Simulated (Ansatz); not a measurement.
`O=C[Te][SiH3]` + `CCl` → `[SiH3][Te]CCl` + `C=O`  (formal exchange of groups at a Te–C bond)

Program: Ansatz. Geometries: PBE0-D4/def2-TZVP. ΔE: electronic, gas phase. CCSD(T)/CBS adds triple-zeta CCSD(T) − MP2 to the extrapolated MP2 energy (def2 sets, frozen cores). This one scheme is used for every species. DFT in def2-TZVPP. Elements past krypton have def2 core potentials. For Te outer-core shells are correlated without core-valence functions, which leaves a few kJ/mol of doubt a bond. Each species was taken in one conformer, which may not be the lowest.

CCSD(T)/CBS gives +10.7 kcal/mol.

Another level gave +8.9 kcal/mol. Which?
A. PBE0/def2-TZVPP
B. ωB97M-V/def2-TZVPP
C. HF/def2-TZVPP
D. r2SCAN/def2-TZVPP

C. HF/def2-TZVPP 8.9, PBE0 14.1, ωB97M-V 11.1, r2SCAN 16.5 kcal/mol.

Largest T1 diagnostic among the species: 0.016.

The D4 term adds −1.0 kcal/mol with B3LYP and −0.5 kcal/mol with PBE0; it sums over pairs of atoms, weighted by their polarisabilities, and B3LYP, whose exchange is more repulsive, gets the larger term. From PBE to PBE0 (25 % exact exchange), in def2-TZVPP and without D4, ΔE moves by −2.6 kcal/mol.

B3LYP here is the variant with VWN-RPA as its local correlation; programs differ in this.
